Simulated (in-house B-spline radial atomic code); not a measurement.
Values are calculated unless marked as measured or tabulated.
# Correlation energy from the adiabatic connection: −Z/r, Z = 1.5, wall at 8 bohr

Two electrons in a singlet, external potential −Z/r, Z = 1.5, wall at 8 bohr (atomic units). Full CI in B-splines (partial waves to l = 8, correlation up to 0.6 % small) with the density held fixed gives W(λ) = <V_ee>_λ − U, and E_c is the integral of W(λ) − W(0) from 0 to 1.

```csv
λ,W(λ) − W(0) (hartree)
0,0.00000
0.02,-0.00198
0.05,-0.00490
0.12,-0.01150
0.25,-0.02299
0.4,-0.03516
0.6,-0.04977
0.8,-0.06281
1,-0.07449
```

(1) Integrate the table by the trapezoid rule.

(2) Now use only three numbers: W(0) = -0.71012, the initial slope W'(0) = -0.09962 (extrapolated from the first points) and the strong-coupling limit of the point-charge-plus-continuum model, W∞ = -1.0149. What do second-order theory and the interpolation W(λ) = W∞ + (W(0) − W∞)/√(1 + 2χλ) of Seidl, Perdew and Levy give?

## Answers

(1) The strips give -0.00002, -0.00010, -0.00057, -0.00224, -0.00436, -0.00849, -0.01126, -0.01373, which sum to -0.04078 hartree. The direct value, W(1) − W(0) + T_c with T_c = 0.03361, is -0.04088; the curve is convex, so chords lie above it and the trapezoids fall short in size by 0.25 %.

(2) Second order keeps the slope alone: E_c = W'(0)/2 = -0.04981, +22 % in size against -0.04088. Matching the slope fixes χ = W'(0)/(W∞ − W(0)) = -0.09962/(-0.30478) = 0.32686. Integrating, with s = √(1 + 2χ) = 1.285969, E_c = −(W(0) − W∞)(s − 1)/(s + 1) = −0.30478 × 0.285969/2.285969 = -0.03813 hartree, -6.7 % in size against the full result. At λ = 1 the formula gives W − W(0) = -0.06778 against -0.07449. Part of the miss can come from the model's W∞.
